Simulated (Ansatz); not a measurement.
Species: sum formula IrO₃H₃ (charge 0, singlet). SMILES: [OH][Ir]([OH])[OH]
Geometry from a B3LYP-D3(BJ)/def2-TZVP (Ansatz, a quantum-chemistry and plane-wave program) optimisation:
```xyz
7

Ir     0.0011     0.0000    -0.0093
O      1.8131    -0.3579    -0.0118
H      2.1027    -0.5726     0.8919
O     -0.5952     1.7108     0.3565
H     -0.6566     2.2027    -0.4815
O     -1.2198    -1.3393    -0.3656
H     -1.5124    -1.7425     0.4701
```
Charge 0, spin multiplicity 1.

Property: atomisation energy (electronic, to ground-state atoms), in kcal/mol. Cores are frozen in the correlated levels unless marked. Open shells are spin-unrestricted. Spin-orbit coupling is left out. Frozen are the shells of the preceding noble gas and the d and f shells that filled before the atom's block. In def2 rows, elements after Kr have scalar-relativistic effective core potentials. The coupled-cluster limit lacks core correlation, which all-electron functionals hold. Basis-set limits of correlation are two-point, X^-3; Hartree-Fock from the larger set.

The Hartree-Fock reference is unstable (checked in the largest basis), which strains HF and MP2. The T1 diagnostic of CCSD in the largest basis is 0.028, which is high, so the coupled-cluster rows are less sure than usual.

```json
[
 {"level": "revPBE-D3(BJ)/def2-TZVPD", "program": "Ansatz + dftd3", "atomisation energy (kcal/mol)": "?"},
 {"level": "r2SCAN-D3(BJ)/def2-TZVPD", "program": "Ansatz + dftd3", "atomisation energy (kcal/mol)": "583.8"},
 {"level": "PBE0/def2-QZVPP", "program": "Ansatz", "atomisation energy (kcal/mol)": "569.2"},
 {"level": "r2SCAN0/def2-TZVPD", "program": "Ansatz", "atomisation energy (kcal/mol)": "543.9"},
 {"level": "HSE06/def2-TZVPD", "program": "Ansatz", "atomisation energy (kcal/mol)": "?"},
 {"level": "wB97X-V/def2-TZVPD", "program": "Ansatz", "atomisation energy (kcal/mol)": "573.6"},
 {"level": "RPA@PBE/def2-TZVPP", "program": "Ansatz", "atomisation energy (kcal/mol)": "?"},
 {"level": "CCSD(T)/CBS(def2-TZVPP,def2-QZVPP)", "program": "Ansatz", "atomisation energy (kcal/mol)": "?"}
]
```

Q: Complete the blanks.

A: 
- revPBE-D3(BJ)/def2-TZVPD, atomisation energy (kcal/mol): 581.9
- HSE06/def2-TZVPD, atomisation energy (kcal/mol): 562.7
- RPA@PBE/def2-TZVPP, atomisation energy (kcal/mol): 530.0
- CCSD(T)/CBS(def2-TZVPP,def2-QZVPP), atomisation energy (kcal/mol): 577.5
